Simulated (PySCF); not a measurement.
Excitations are Tamm–Dancoff values on a coarser integration grid. The basis has no diffuse functions, so Rydberg states are missing or too high.

# C3H5N, SMILES `C=C=CN` (C–C–N–H torsion 15°) (charge 0, multiplicity 1)

Level of theory: ωB97X-D3(BJ)/def2-TZVP // B3LYP-D3(BJ)/def2-TZVP in PySCF.

```json
{
  "HOMO": "-8.40 eV",
  "dipole_moment": "0.282 e·Å",
  "LUMO": "2.21 eV",
  "HOMO–LUMO gap": "10.60 eV",
  "S1 excitation (TDA)": "4.75 eV",
  "S1 oscillator strength": "0.000",
  "brightest of the four lowest singlets (TDA)": "7.19 eV",
  "T1 excitation (TDA)": "4.38 eV",
  "S1–T1 gap (TDA)": "0.37 eV",
  "total_energy": "-4684.33 eV",
  "cost": "around 100 core-seconds (rough)"
}
```

```xyz
9

C      1.8527     0.3205    -0.0177
C      0.6179    -0.0346     0.1957
C     -0.6240    -0.3594     0.4430
N     -1.7625     0.1243    -0.2261
H      2.2798     1.2104     0.4374
H      2.5123    -0.2578    -0.6592
H     -0.8438    -1.0145     1.2800
H     -1.5518     0.5855    -1.0996
H     -2.4806    -0.5745    -0.3535
```
Charge 0, spin multiplicity 1.
